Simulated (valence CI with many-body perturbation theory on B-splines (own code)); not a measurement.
Assign the levels of Sr25+

Computed by valence CI with perturbative core correlation (CI+MBPT): three valence electrons over a frozen Dirac-Fock core [Ne], radial functions for each j: 11 s, 11 p, 9 d, 7 f, 5 g, 2 h, 1 i, with the one-electron correlation potential Σ1 (screened to all orders), the two-electron term Σ2, the three-electron term Σ3, Breit, model QED; selected single and double excitations, second order for the rest (own B-spline code, finite nucleus).

No measured spectrum was set against this ion. As an estimate, levels of excited configurations hold to 0.05 to 0.15 % of their energy, terms of the ground configuration to about 0.5 %.

```
No.    J  Parity  E (cm⁻¹)      g
  1  1/2     odd         0  0.662
  2  3/2     odd    126460  1.331
  3  1/2    even    453470  2.570
  4  3/2    even    525210  1.713
  5  5/2    even    568080  1.499
  6  3/2    even    651690  0.846
 10  3/2    even    862540  1.258
 11  3/2    even    933810  0.840
 12  5/2    even    949450  1.199
 16  3/2     odd   1259400  0.638
 17  5/2     odd   1282400  1.054
 18  7/2     odd   1320300  1.251
 19  1/2     odd   1343500  0.654
 22  1/2     odd   1358400  0.269
```

Energies count from the lowest level. Strongly mixed levels and levels close to another of their J and parity are left out, so the numbers can have gaps.

Task: Give configuration and LS term of each level.

Result: 1: 3s²3p ²P°; 2: 3s²3p ²P°; 3: 3s3p² ⁴P; 4: 3s3p² ⁴P; 5: 3s3p² ⁴P; 6: 3s3p² ²D; 10: 3s3p² ²P; 11: 3s²3d ²D; 12: 3s²3d ²D; 16: 3s3p3d ⁴F°; 17: 3s3p3d ⁴F°; 18: 3s3p3d ⁴F°; 19: 3p³ ²P°; 22: 3s3p3d ⁴D°.
